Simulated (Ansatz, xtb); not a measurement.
Reaction 3 R1 → 3 P1 + P2, each structure at its B3LYP-D3(BJ)/def2-TZVP stationary point, reached from a drawn start (curvature not checked).
R1: C2H6 (SMILES CC), charge 0, multiplicity 1.
P1, CH4 (SMILES C) (charge 0, multiplicity 1):
| atom | x (Å) | y (Å) | z (Å) |
|---|---|---|---|
| C | 0.0000 | 0.0000 | 0.0000 |
| H | 0.6289 | 0.6289 | 0.6289 |
| H | -0.6289 | -0.6289 | 0.6289 |
| H | 0.6289 | -0.6289 | -0.6289 |
| H | -0.6289 | 0.6289 | -0.6289 |
P2, C3H6 (SMILES C1CC1) (charge 0, multiplicity 1):
```csv
atom,x (Å),y (Å),z (Å)
C,0.8517,0.1562,0.0600
C,-0.2823,-0.7974,-0.1945
C,-0.5693,0.6412,0.1346
H,1.4036,0.0547,0.9846
H,1.4521,0.4690,-0.7836
H,-0.4491,-1.1296,-1.2102
H,-0.4976,-1.5439,0.5579
H,-0.9787,0.8678,1.1098
H,-0.9302,1.2821,-0.6584
```

P less R. No zero-point or thermal terms.

Run with Ansatz (Gaussian orbitals); xtb for the GFN methods. All values are computed, each at the level named.

**Question.** One of these levels gives 0.848 eV for the reaction energy. Which?
A. SVWN5/def2-TZVPP
B. GFN2-xTB
C. revPBE/def2-TZVPP

**Answer.** C, revPBE/def2-TZVPP. The others give 0.955 (GFN2-xTB), 1.154 (SVWN5/def2-TZVPP)

Ansatz is a program for electronic structure.
